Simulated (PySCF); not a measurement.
SMILES C[C]1COC(=O)O1, doublet, B3LYP/def2-SVP optimised geometry.

```
12

C     -0.55    -1.95    -0.31
C     -0.34    -0.55     0.11
C      0.90     0.28    -0.06
O      0.39     1.62     0.00
C     -0.96     1.62     0.00
O     -1.66     2.58     0.00
O     -1.41     0.32     0.00
H     -1.46    -2.37     0.15
H      0.31    -2.58     0.00
H     -0.66    -2.05    -1.41
H      1.66     0.13     0.72
H      1.39     0.13    -1.05
```

Density from unrestricted B3LYP/def2-TZVP (PySCF 2.14.0) at that geometry.

Minimum of the electron density along straight lines between bonded atoms, close to the bond critical point (lines longer than 1.1 times the sum of covalent radii, or with two minima, are not listed):

```tsv
bond	length / Å	ρ at the minimum / e bohr⁻³	∇²ρ there / e bohr⁻⁵	position (fraction from the first atom)
C1–C2	1.480	0.269	-0.72	0.48
C2–C3	1.500	0.268	-0.71	0.50
C3–O4	1.428	0.252	…	0.36
O4–C5	1.351	0.313	-0.84	0.64
C5–O6	1.187	…	…	0.34
C2–O7	1.381	0.275	-0.41	0.34
C5–O7	1.373	0.299	-0.80	0.36
C1–H8	1.101	0.273	-0.93	0.64
C1–H9	1.101	0.273	-0.92	0.64
C1–H10	1.111	0.265	-0.87	0.64
C3–H11	1.104	0.281	-0.99	0.65
C3–H12	1.111	0.275	-0.95	0.65
```

Question: Complete the blanks.

Answer: 
- C3–O4, ∇²ρ there / e bohr⁻⁵: -0.54
- C5–O6, ρ at the minimum / e bohr⁻³: 0.454
- C5–O6, ∇²ρ there / e bohr⁻⁵: -0.25
